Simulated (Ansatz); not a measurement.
Input file for Ansatz (a quantum-chemistry and plane-wave program): R-CCSD(T)/def2-TZVPP on BrHSSn (SMILES [SH][Sn][Br]), a point of a torsion scan. Elements past Kr take the def2 small-core potentials; no spin–orbit coupling. The run froze 28 orbitals, filled d shells among them.

Ansatz 0.2 input:
```yaml
crystal:
  periodic: [false, false, false]
  atoms:
    - {symbol: S, position_ang: [-1.41770216, 0.32717781, 0.47191310]}
    - {symbol: Sn, position_ang: [0.76011879, 1.20257654, -0.27807858]}
    - {symbol: Br, position_ang: [1.81911313, -0.96986075, -1.05040940]}
    - {symbol: H, position_ang: [-1.50880847, -0.69941772, -0.36092458]}
basis:
  gaussian:
    orbitals: def2-TZVPP
magnetization: {spin_polarized: false}
correlation: {method: ccsd_t, electrons: outside_noble_gas}
scf: {lower_state_search: off}
```

What total energy does the run end on?

-3184.4690 hartree (reference determinant -3183.9939, T1 diagnostic 0.014).

How many basis functions does it have, and what does it roughly cost on one machine?

154 functions; roughly 28 core-seconds.
